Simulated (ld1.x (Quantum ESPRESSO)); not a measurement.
**Before and after: TM potential for Pt (Z = 78)**

ld1.x (Quantum ESPRESSO) 7.5 input, shortened:

```
&input
   title='Pt', zed=78., rel=1, dft='PBE', iswitch=3,
   config='[Xe] 4f14 5d9 6s0 6p0'
 /
 &inputp
   pseudotype=2, tm=.true., lloc=-1, rcloc=1.35,
   nlcc=.true., new_core_ps=.true., rcore=0.95
 /
3
6S  1  0   0.00   0.00  1.75  1.75  0.0
6P  2  1   0.00   0.00  2.70  2.70  0.0
5D  3  2   9.00   0.00  1.90  1.90  0.0
 &test
   configts(1)='5d9 6s0 6p0'
 /
```

Change: all radii but the core radius scaled by about 1.04 (s 1.82, p 2.82, d 1.98 bohr); local potential all-electron potential smoothed inside 1.40 bohr (lloc = -1).

Cutoffs: the cutoffs (Ry, on a coarse ladder) from which the occupation-weighted sum of valence levels, in a spherical-Bessel basis at the reference potential, stays within 10 and 1 mRy of its value at 400 Ry; they do not see the model core or the augmentation charge, which bear on the density cutoff. Errors are all-electron minus pseudo energies relative to the spin-unpolarised reference configuration.

Predict the effect on cutoff, ghosts and configuration errors.

The potential gets neither clearly harder nor softer (40 Ry and 50 Ry → 40 Ry and 50 Ry); both files keep a bound ghost (p, s); of the 7 tests that both files solve, the error grows in 1 and shrinks in 0 by more than 15 % and 0.3 meV (median size 10.6 → 10.8 meV).

```tsv
quantity	base	changed
cutoff, loose	40 Ry	40 Ry
cutoff, tight	50 Ry	50 Ry
bound ghosts	s, p	s, p
error for 5d9 6s1 6p0, meV [ΔE -9.19 eV]	-2.7	-3.7
error for 5d8 6s0 6p0, meV [ΔE 19.97 eV]	-37	-37
error for 5d7 6s0 6p0, meV [ΔE 52.18 eV]	-211	-213
error for 5d10 6s0 6p0, meV [ΔE -9.21 eV]	-11	-11
error for 5d9 6s0.5 6p0, meV [ΔE -5.50 eV]	+0.2	0.0
error for 5d8 6s1 6p1, meV [ΔE -2.63 eV]	-66	-70
error for 5d9 6s0 6p1, meV [ΔE -4.15 eV]	-1.7	-1.8
```

Base: These tests converged, but a pseudo level misses the all-electron one widely, so the file describes the atom poorly there or has found another state: 5d7 6s0 6p0: empty 6p by 6.2 eV. Changed file: These tests converged, but a pseudo level misses the all-electron one widely, so the file describes the atom poorly there or has found another state: 5d7 6s0 6p0: empty 6p by 6.3 eV. A true bound ghost makes a file unfit for plane-wave use even where its test errors are small: the radial tests pick states by their node count and pass the ghost by.
